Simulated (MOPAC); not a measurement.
Input for MOPAC: PM7 on NiF, 2S+1 = 2, a spin state set in the input, which need not be the lowest, a point of a bond scan (R = 1.643 Å).

```
PM7 1SCF PRECISE CHARGE=0 UHF MS=0.5 THREADS=1
FNi

Ni     0.00000000 1     0.00000000 1     0.00000000 1
F      0.00000000 1     0.00000000 1     1.64339700 1
```

Output:

```
*******************************************************************************
 **                                                                           **
 **                              MOPAC v23.2.5                                **
 **                                                                           **
 *******************************************************************************
 ** MOPAC's Digital Object Identifier: https://doi.org/10.5281/zenodo.6511958 **
 **                                                                           **
 ** Please cite the open-source release paper for use of this MOPAC version:  **
 ** J. E. Moussa and J. J. P. Stewart (2026)                                  **
 ** MOPAC: An open-source semiempirical molecular orbital program             **
 ** J. Open Source Softw., 11(119), 8025, https://doi.org/10.21105/joss.08025 **
 *******************************************************************************

                              PM7 CALCULATION RESULTS

 *******************************************************************************
 *  PM7        - The PM7 Hamiltonian to be used
 *  UHF        - UNRESTRICTED HARTREE-FOCK CALCULATION
 *
 *
 *
 *                 CHARGE ON SYSTEM = 0
 *
 *
 *
 *  MS=        - IN MECI, MAGNETIC COMPONENT OF SPIN =  0.5
 *  PRECISE    - TIGHTER CRITERIA TO BE USED
 *  1SCF       - DO 1 SCF AND THEN STOP
 *  THREADS=1  - MULTI-THREADING NOT USED
 *  T=         - A TIME OF 172800.0 SECONDS REQUESTED
 *  DUMP=N     - RESTART FILE WRITTEN EVERY 7200.0 SECONDS REQUESTED
 *******************************************************************************
PM7 1SCF PRECISE CHARGE=0 UHF MS=0.5 THREADS=1
 FNi

   ATOM   CHEMICAL          X               Y               Z
  NUMBER   SYMBOL      (ANGSTROMS)     (ANGSTROMS)     (ANGSTROMS)

     1      Ni          0.00000000  *   0.00000000  *   0.00000000  *
     2       F          0.00000000  *   0.00000000  *   1.64339700  *



          CARTESIAN COORDINATES

    NO.       ATOM           X           Y           Z

     1        Ni          0.0000      0.0000      0.0000
     2         F          0.0000      0.0000      1.6434

 General Reference for PM7:
 "Optimization of Parameters for Semiempirical Methods VI: More Modifications to the
 NDDO Approximations and Re-optimization of Parameters", J. J. P. Stewart, J. Mol. Mod., 1:32, 19 (2013)
 https://link.springer.com/article/10.1007/s00894-012-1667-x

           Empirical Formula: Ni F  =     2 atoms



      MOLECULAR POINT GROUP   :   C*v


          UHF CALCULATION, NO. OF ALPHA ELECTRONS =    9
                           NO. OF BETA  ELECTRONS =    8

 -------------------------------------------------------------------------------
 PM7 1SCF PRECISE CHARGE=0 UHF MS=0.5 THREADS=1
 FNi



     1SCF WAS SPECIFIED, SO BFGS WAS NOT USED
     SCF FIELD WAS ACHIEVED


                              PM7 CALCULATION
                                                       MOPAC v23.2.5 Linux




          FINAL HEAT OF FORMATION =         26.88400 KCAL/MOL =     112.48268 KJ/MOL


          COSMO AREA              =         60.15 SQUARE ANGSTROMS
          COSMO VOLUME            =         41.55 CUBIC ANGSTROMS

          IONIZATION POTENTIAL    =          7.179334 EV
          ALPHA SOMO LUMO (EV)    =         -7.509 -0.469
          BETA  SOMO LUMO (EV)    =         -7.179 -0.581
          NO. OF ALPHA ELECTRONS  =          9
          NO. OF BETA  ELECTRONS  =          8
          MOLECULAR WEIGHT        =         77.7084         POINT GROUP:  C*v

          MOLECULAR DIMENSIONS (Angstroms)

            Atom       Atom       Distance
            F     2   Ni     1     1.64340
            F     2   Ni     1     0.00000
           Ni     1    F     2     0.00000


          SCF CALCULATIONS        =          1





   ATOM   CHEMICAL          X               Y               Z
  NUMBER   SYMBOL      (ANGSTROMS)     (ANGSTROMS)     (ANGSTROMS)

     1      Ni          0.00000000  *   0.00000000  *   0.00000000  *
     2       F          0.00000000  *   0.00000000  *   1.64339700  *

                             CARTESIAN COORDINATES

   1   Ni        0.000000000     0.000000000     0.000000000
   2    F        0.000000000     0.000000000     1.643397000


           Empirical Formula: Ni F  =     2 atoms



      MOLECULAR POINT GROUP   :   C*v


          ALPHA EIGENVALUES
 -36.96894 -12.81529 -12.81529 -11.95087  -8.22892  -7.77203  -7.77203  -7.50926
  -7.50926  -0.46908  25.41884  25.41884  26.36728


           BETA EIGENVALUES
 -37.02719 -12.76958 -12.76958 -11.82015  -7.47066  -7.47066  -7.17933  -7.17933
  -0.58097  -0.03603  25.80321  25.80321  27.81597


              NET ATOMIC CHARGES AND DIPOLE CONTRIBUTIONS

  ATOM NO.   TYPE          CHARGE      No. of ELECS.   s-Pop       p-Pop       d-Pop
    1         Ni           0.325536        9.6745     0.61553     0.07236     8.98657
    2          F          -0.325536        7.3255     1.96101     5.36453
 DIPOLE           X         Y         Z       TOTAL
 POINT-CHG.     0.000     0.000    -2.570     2.570
 HYBRID         0.000    -0.000    -1.259     1.259
 SUM            0.000    -0.000    -3.829     3.829


          ATOMIC ORBITAL ELECTRON POPULATIONS

     Atom    s        px        py        pz      x^2-y^2     xz        z^2       yz        xy
    1 Ni   0.61553   0.00869   0.00869   0.05498   2.00000   1.99990   0.98676   1.99990   2.00000
    2  F   1.96101   1.99140   1.99140   1.38172


                    (SZ)    =    0.500000
                    (S**2)  =    0.751471


          ATOMIC ORBITAL SPIN POPULATIONS

    Atom   Total    s     px     py     pz   x^2-y^2  xz     z^2    yz     xy
         Atomic
    1 Ni  1.0285  0.041  0.000  0.000  0.001  0.000  0.000  0.986  0.000  0.000
    2  F -0.0285 -0.000 -0.000 -0.000 -0.028

 **********************
 *                    *
 * JOB ENDED NORMALLY *
 *                    *
 **********************




 == MOPAC DONE ==
```

The run finished.

Cost: roughly 0.020 core-seconds.
